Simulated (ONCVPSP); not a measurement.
**Varying the ONCV potential for vanadium (V)**

Base potential:

V (Z = 23), optimised norm-conserving Vanderbilt (ONCV), made with ONCVPSP 4.0.1 (LDA (Perdew-Wang 92), fully relativistic). Core [Ne], reference 3s2 3p6 3d3 4s1.75 4p0.25. Waves: 3s+4s: rc 1.75 bohr, ncon 3, nbas 6, qcut 5.5 1/bohr, 2 projectors; 3p+4p: rc 1.95 bohr, ncon 5, nbas 8, qcut 8.1 1/bohr, 2 projectors; 3d: rc 2.00 bohr, ncon 3, nbas 7, qcut 8.4 1/bohr, 2 projectors, debl 1.2 Ha. Local part: polynomial inside 1.75 bohr (lpopt 5, dvloc0 0 Ha). Core correction: Teter function, fcfact 2.5, rcfact 1.25.

Open shells are filled in proportion to 2j + 1.

Cutoffs, loose and tight: the cutoffs (Ha) at which the residual kinetic energy of the hardest occupied pseudo-wave falls to 1 and 0.1 mHa per electron. They do not see the model core or the augmentation charge, which bear on the density cutoff. Test errors are all-electron minus pseudo excitation energies from the reference, over the configurations 3s2 3p6 3d3 4s2 4p0; 3s2 3p6 3d3 4s1 4p0; 3s2 3p6 3d3 4s0 4p0; 3s2 3p6 3d3 4s0 4p1. A dash means not determined; rows that change the core or the reference have their own tests.

A true bound ghost makes a file unfit for plane-wave use even where its test errors are small: the radial tests pick states by their node count and pass the ghost by.

| change | outcome | cutoff, loose | cutoff, tight | bound ghosts | GHOST(+) flags above zero | largest test error (meV) |
| --- | --- | --- | --- | --- | --- | --- |
| base | generated | 25 Ha | 29 Ha | none | none | +2.4 |
| s: nbas 8 | generated | 25 Ha | 29 Ha | none | none | +2.6 |
| d: ncon 5, nbas 9 | generated | 27 Ha | 31 Ha | none | none | +1.7 |
| core correction none | generated | 25 Ha | 29 Ha | none | none | +3.5 |
| all radii but the core radius scaled by about 0.89 (s 1.56, p 1.74, d 1.78 bohr); local potential polynomial inside 1.56 bohr (lpopt 5, dvloc0 0 Ha) | generated | 27 Ha | 31 Ha | none | none | +2.0 |
| p: rc 1.32; local potential polynomial inside 1.32 bohr (lpopt 5, dvloc0 0 Ha) | generated | 25 Ha | 29 Ha | none | none | +2.4 |
| core correction Teter function, fcfact 2.5, rcfact 1.7 | generated | 25 Ha | 29 Ha | none | none | +2.0 |
| local potential polynomial inside 1.75 bohr (lpopt 5, dvloc0 9 Ha) | generated | 25 Ha | 29 Ha | none | none | +2.3 |

Task: What comes out with this change to the base: reference 3s2 3p6 3d3 4s1; wave 3p+4p: rc 1.95 bohr, ncon 5, nbas 8, qcut 8.1 1/bohr, 2 projectors becomes 3p: rc 1.95 bohr, ncon 5, nbas 8, qcut 8.1 1/bohr, 2 projectors, debl 2.4 Ha?

Result: outcome: generated; cutoff, loose: 25 Ha; cutoff, tight: 29 Ha; bound ghosts: none; GHOST(+) flags above zero: none; largest test error (meV): +822.

Task: What comes out with this change to the base: core [Ne] 3s2, valence charge 11; reference 3p6 3d3 4s2; waves now 4s: rc 2.65 bohr, ncon 4, nbas 9, qcut 2.3 1/bohr, 2 projectors, debl 0.5 Ha; 3p: rc 0.90 bohr, ncon 4, nbas 9, qcut 10 1/bohr, 1 projector; 3d: rc 2.05 bohr, ncon 4, nbas 9, qcut 7.9 1/bohr, 2 projectors, debl 0.4 Ha; local potential polynomial inside 0.80 bohr (lpopt 5, dvloc0 1 Ha)?

Result: outcome: generated; cutoff, loose: 41 Ha; cutoff, tight: 80 Ha; bound ghosts: s; GHOST(+) flags above zero: none; largest test error (meV): +178 over the solved tests; 1 of 4 tests not solved or not reliable.
